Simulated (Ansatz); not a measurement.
System: C$_{5}$H$_{4}$F, charge 0, multiplicity 2. It need not be the lowest isomer of its formula. SMILES: FC1=CCC=[C]1
Coordinates optimised at B3LYP-D3(BJ)/def2-TZVP (Ansatz, a program for electronic structure):
```xyz
10

F      1.9013     0.8317    -0.2577
C      0.6974     0.2838    -0.0961
C      0.3773    -1.0160    -0.1377
C     -1.1051    -1.1268     0.1026
C     -1.5752     0.3075     0.2866
C     -0.4956     1.0670     0.1613
H      1.0432    -1.8465    -0.3102
H     -1.3301    -1.7253     0.9923
H     -1.6207    -1.5982    -0.7413
H     -2.5969     0.5924     0.4787
```
Charge 0, spin multiplicity 2.

Atomisation energy built up term by term with Ansatz (kcal/mol; UHF references for open shells; valence terms freeze the core; atomic spin-orbit terms are left out). CBS(X,Y): correlation extrapolated as X^-3; Hartree-Fock from the larger set.

The UHF reference is spin-contaminated (<S^2> 0.47 over the pure value in the largest basis). 

| term | basis | kcal/mol |
|---|---|---|
| Hartree-Fock | cc-pVQZ | [?] |
| CCSD correlation | CBS(cc-pVTZ,cc-pVQZ) | [?] |
| (T) | CBS(cc-pVTZ,cc-pVQZ) | 23.73 |
| core correlation | cc-pwCVTZ | 5.59 |
| scalar relativity (X2C) | cc-pVTZ-DK against cc-pVTZ | -1.01 |
| sum: De |  | [?] |

Question: Some entries are withheld; supply them.

Answer: 
- Hartree-Fock, kcal/mol: 776.91
- CCSD correlation, kcal/mol: 260.33
- sum: De, kcal/mol: 1065.6
